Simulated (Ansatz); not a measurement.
Born–Oppenheimer molecular dynamics of C₂H₅AlO (9 atoms, charge 0, multiplicity 1). It starts from a relaxed structure.

The calculation used RHF/def2-mTZVP (Ansatz).

```
ensemble        : NVT, Nosé–Hoover chain
time step       : 1 fs
steps asked     : 150
set temperature : 300 K
thermostat      : time constant 100 fs, chain length 3 (defaults)
seed            : 470184
```

First frame:

```xyz
9
Properties=species:S:1:pos:R:3
C 0.322 1.296 -0.978
C 0.614 0.007 -0.855
Al -0.098 -1.081 0.588
O -1.095 -0.279 1.689
H 0.711 1.906 -1.777
H -0.322 1.805 -0.281
H 1.270 -0.409 -1.607
H 0.203 -2.620 0.768
H -1.516 -0.670 2.435
```

Question: How far do the bonds stretch over the last three quarters of this one trajectory? (Pairs bonded in most of those frames.)

Answer: 
| bond | mean (Å) | spread (Å) | shortest | longest |
| --- | --- | --- | --- | --- |
| C1–C2 | 1.328 | 0.015 | 1.30 | 1.35 |
| C1–H5 | 1.079 | 0.014 | 1.05 | 1.10 |
| C1–H6 | 1.077 | 0.011 | 1.05 | 1.10 |
| C2–Al3 | 1.945 | 0.019 | 1.91 | 1.99 |
| C2–H7 | 1.084 | 0.026 | 1.04 | 1.12 |
| Al3–O4 | 1.690 | 0.013 | 1.66 | 1.72 |
| Al3–H8 | 1.590 | 0.057 | 1.50 | 1.68 |
| O4–H9 | 0.942 | 0.003 | 0.93 | 0.95 |

Mean temperature of the second half: 203 K. The conserved energy stayed within 0.68 meV per atom of its start (net change 0.5 meV per atom), so the integration is sound. The mean temperature of the second half is 32 % below the set value. A run of 0.15 ps of so small a system gives no equilibrium averages.

Run time: 4.4 min on 1 thread of Arm Neoverse V1, with other jobs on the host, peak memory 0.17 GiB.
